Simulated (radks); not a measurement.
Spherical quantum dot in the effective-mass picture: electrons in a well V = -V0 / (1 + exp((r - R)/a)) with V0 = 4.68, R = 9.8, a = 1.1, all in effective atomic units (hartree* = m*/eps^2 hartree, bohr* = eps/m* bohr), one dielectric constant everywhere. Method: non-relativistic Kohn-Sham, LDA (Slater exchange, Perdew-Wang correlation), spin-polarised, spherical densities; computed with a radial shooting solver with Libxc functionals. Levels are named by radial order and angular momentum (1s, 1p, 1d, 2s, ...), and open shells are averaged over m. Results are scaled to m* = 0.062 and eps = 10.1, for which hartree* = 16.54 meV and bohr* = 8.62 nm. Each electron was tried in the lowest free levels, single moves between levels near the top were tried too, and the lowest total energy was kept; such a search can miss a lower state. The series stops at N = 29: beyond it a trial failed or the search could not be trusted, so later rows were left out. At N = 1 the Hartree and exchange-correlation terms need not cancel, so that row can carry a self-interaction error.

| N | open shells | 2S | E (meV) | addition energy mu(N+1) - mu(N) (meV) | e(HOMO) (meV) | rms radius (nm) |
|---|---|---|---|---|---|---|
| 1 | 1s(up 1, down 0) | 1 | -75.4514 | 3.365 | -74.034 | 33.30 |
| 2 | none | 0 | -147.538 | 3.952 | -70.711 | 36.68 |
| 3 | 1p(up 1, down 0) | 1 | -215.673 | 2.557 | -66.862 | 40.13 |
| 4 | 1p(up 2, down 0) | 2 | -281.250 | 2.564 | -64.293 | 42.26 |
| 5 | 1p(up 3, down 0) | 3 | -344.264 | 3.046 | -61.739 | 43.84 |
| 6 | 1p(up 3, down 1) | 2 | -404.232 | 2.408 | -58.767 | 45.19 |
| 7 | 1p(up 3, down 2) | 1 | -461.792 | 2.412 | -56.353 | 46.31 |
| 8 | none | 0 | -516.940 | 3.631 | -53.945 | 47.29 |
| 9 | 1d(up 1, down 0) | 1 | -568.457 | 2.308 | -50.362 | 48.33 |
| 10 | 1d(up 2, down 0) | 2 | -617.666 | 2.299 | -48.058 | 49.23 |
| 11 | 1d(up 3, down 0) | 3 | -664.576 | 2.288 | -45.764 | 50.02 |
| 12 | 1d(up 4, down 0) | 4 | -709.198 | 2.275 | -43.482 | 50.74 |
| 13 | 1d(up 5, down 0) | 5 | -751.544 | 2.730 | -41.213 | 51.40 |
| 14 | 1d(up 5, down 1) | 4 | -791.160 | 2.205 | -38.513 | 52.01 |
| 15 | 1d(up 5, down 2) | 3 | -828.572 | 2.200 | -36.310 | 52.59 |
| 16 | 1d(up 5, down 3) | 2 | -863.783 | 2.193 | -34.114 | 53.12 |
| 17 | 1d(up 5, down 4) | 1 | -896.802 | 2.185 | -31.925 | 53.62 |
| 18 | none | 0 | -927.636 | 3.518 | -29.745 | 54.09 |
| 19 | 1f(up 1, down 0) | 1 | -954.952 | 2.129 | -26.251 | 54.59 |
| 20 | 1f(up 2, down 0) | 2 | -980.139 | 2.122 | -24.125 | 55.05 |
| 21 | 1f(up 3, down 0) | 3 | -1003.20 | 2.115 | -22.007 | 55.49 |
| 22 | 1f(up 4, down 0) | 4 | -1024.16 | 2.107 | -19.896 | 55.91 |
| 23 | 1f(up 5, down 0) | 5 | -1043.00 | 2.099 | -17.793 | 56.31 |
| 24 | 1f(up 6, down 0) | 6 | -1059.74 | 2.091 | -15.698 | 56.69 |
| 25 | 1f(up 7, down 0) | 7 | -1074.40 | 2.514 | -13.610 | 57.06 |
| 26 | 1f(up 7, down 1) | 6 | -1086.54 | 2.053 | -11.112 | 57.41 |
| 27 | 1f(up 7, down 2) | 5 | -1096.62 | 2.048 | -9.0615 | 57.75 |
| 28 | 1f(up 7, down 3) | 4 | -1104.66 | 2.042 | -7.0163 | 58.08 |
| 29 | 1f(up 7, down 4) | 3 | -1110.66 | - | -4.9767 | 58.40 |

All shells are closed at N = 2, 8, 18 (there: 1s2 1p6 1d10); the second difference of the energy has clear peaks (12 % above both neighbours; the first and last values, which can be the largest, are not judged, and half-filled shells can peak too) at N = 2, 5, 8, 13, 18, 25.
